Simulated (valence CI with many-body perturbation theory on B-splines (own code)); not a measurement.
## How close is CI+MBPT for F+?

Computed by relativistic CI+MBPT: six valence electrons over a frozen Dirac-Fock core [He], a basis of 9 s, 9 p, 8 d, 6 f, 3 g, 1 h functions for each j, with the one-electron correlation potential Σ1 (screened to all orders), the two-electron term Σ2, the three-electron term Σ3, Breit, model QED; selected single and double excitations, second order for the rest, scaled by the run's own slope (own B-spline code, finite nucleus).

Against 23 measured levels this calculation errs by 300 cm⁻¹ on average and by 644 at most. These come from a selection out of the NIST Handbook of Basic Atomic Spectroscopic Data. Levels without a partner in it may be off by more. Among the levels kept, up to 6300 cm⁻¹ of a level comes from second order outside the variational space, and about a tenth of that is noise between levels of different J, which matters for small intervals.

Measured levels: NIST Handbook of Basic Atomic Spectroscopic Data (Sansonetti and Martin, J. Phys. Chem. Ref. Data 34, 1559 (2005)). Pairs share parity and J, and are chosen by configuration, term and nearness in energy; levels without a clear partner are left out. Energies in cm⁻¹ above the measured ground level. The last column is blank where CI alone has no clear partner.

Names give the largest LS component (configuration and term), which can be under half, so a name can repeat, a term be missing and a line seem to break the LS rules; names also repeat where a configuration has a term twice. Letters in brackets count levels of one name in rising energy.

```
     Computed label  Label in the source  Measured  Computed  Difference  CI alone, difference
       2s2 2p4 3P_2           2s2 2p4 3P         0       0.0           0                     0
       2s2 2p4 3P_1           2s2 2p4 3P     341.1     340.8           0                    +2
       2s2 2p4 3P_0           2s2 2p4 3P     489.7     275.8        -214                  -185
       2s2 2p4 1D_2           2s2 2p4 1D   20873.4   21035.6        +162                  +131
       2s2 2p4 1S_0           2s2 2p4 1S   44918.1   45011.8         +94                  -121
       2s 2p5 3P°_2           2s 2p5 3P°  164797.9  165037.4        +240                 +1156
       2s 2p5 3P°_1           2s 2p5 3P°  165106.7  165365.9        +259                 +1209
       2s 2p5 3P°_0           2s 2p5 3P°  165279.2  165238.2         -41                  +901
   2s2 2p3 3s 5S°_2  2s2 2p3(4S°) 3s 5S°  176493.9  175964.6        -529                  -801
   2s2 2p3 3s 3S°_1  2s2 2p3(4S°) 3s 3S°  182864.4  182429.7        -435                  -636
    2s2 2p3 3p 5P_1   2s2 2p3(4S°) 3p 5P  202449.4  201888.8        -561                  -735
    2s2 2p3 3p 5P_2   2s2 2p3(4S°) 3p 5P  202460.7  201897.1        -564                  -737
    2s2 2p3 3p 5P_3   2s2 2p3(4S°) 3p 5P  202480.3  201837.6        -643                  -805
2s2 2p3 3p 3P_1 [a]   2s2 2p3(4S°) 3p 3P  207699.1  207206.2        -493                  -680
2s2 2p3 3p 3P_0 [a]   2s2 2p3(4S°) 3p 3P  207702.0  207058.0        -644                  -818
2s2 2p3 3p 3P_2 [a]   2s2 2p3(4S°) 3p 3P  207703.8  207208.9        -495                  -684
   2s2 2p3 3s 3D°_3  2s2 2p3(2D°) 3s 3D°  211866.1  211541.9        -324                  -644
   2s2 2p3 3s 3D°_2  2s2 2p3(2D°) 3s 3D°  211887.2  211635.8        -251                  -592
   2s2 2p3 3s 3D°_1  2s2 2p3(2D°) 3s 3D°  211900.3  211692.1        -208                  -565
   2s2 2p3 3s 1D°_2  2s2 2p3(2D°) 3s 1D°  215069.6  214836.6        -233                  -531
   2s2 2p3 3s 1P°_1  2s2 2p3(2P°) 3s 1P°  227228.4  227329.6        +101                      
   2s2 2p3 3s 3P°_2  2s2 2p3(2P°) 3s 3P°  229550.1  229443.8        -106                  -571
   2s2 2p3 3s 3P°_1  2s2 2p3(2P°) 3s 3P°  229551.8  229472.1         -80                      
   2s2 2p3 3s 3P°_0  2s2 2p3(2P°) 3s 3P°  229554.5  229337.4        -217                  -681
```

Over 23 excited levels the mean absolute difference is 300 cm⁻¹, the median 240 and the largest 644. For the 21 levels that pair on every rung the mean is CI alone 628, + Σ1 231, + Σ2 260, + Σ3 307, + Breit 329, + QED 320. The comparison draws on a selection of the measured levels: 24 of the 53 computed ones have a partner in it, and others may be off by more.

Rates against NIST Handbook of Basic Atomic Spectroscopic Data (Sansonetti and Martin, J. Phys. Chem. Ref. Data 34, 1559 (2005)):

| λ vac, measured (nm) | Upper | Lower | A computed (s⁻¹) | A tabulated (s⁻¹) |
| --- | --- | --- | --- | --- |
| 60.57 | 2s 2p5 3P°_1 | 2s2 2p4 3P_2 | 1.40e+09 | 4.30e+09 |
| 60.63 | 2s 2p5 3P°_0 | 2s2 2p4 3P_1 | 3.27e+09 | 1.00e+10 |
| 60.68 | 2s 2p5 3P°_2 | 2s2 2p4 3P_2 | 2.49e+09 | 7.80e+09 |
| 60.69 | 2s 2p5 3P°_1 | 2s2 2p4 3P_1 | 8.28e+08 | 2.60e+09 |
| 60.75 | 2s 2p5 3P°_1 | 2s2 2p4 3P_0 | 1.10e+09 | 3.30e+09 |
| 60.81 | 2s 2p5 3P°_2 | 2s2 2p4 3P_1 | 8.25e+08 | 2.50e+09 |
| 384.82 | 2s2 2p3 3p 5P_3 | 2s2 2p3 3s 5S°_2 | 1.25e+08 | 1.30e+08 |
| 385.11 | 2s2 2p3 3p 5P_2 | 2s2 2p3 3s 5S°_2 | 1.26e+08 | 1.30e+08 |
| 385.28 | 2s2 2p3 3p 5P_1 | 2s2 2p3 3s 5S°_2 | 1.26e+08 | 1.30e+08 |
| 402.59 | 2s2 2p3 3p 3P_2 [a] | 2s2 2p3 3s 3S°_1 | 1.20e+08 | 1.20e+08 |
| 402.61 | 2s2 2p3 3p 3P_0 [a] | 2s2 2p3 3s 3S°_1 | 1.18e+08 | 1.20e+08 |
| 402.66 | 2s2 2p3 3p 3P_1 [a] | 2s2 2p3 3s 3S°_1 | 1.20e+08 | 1.20e+08 |
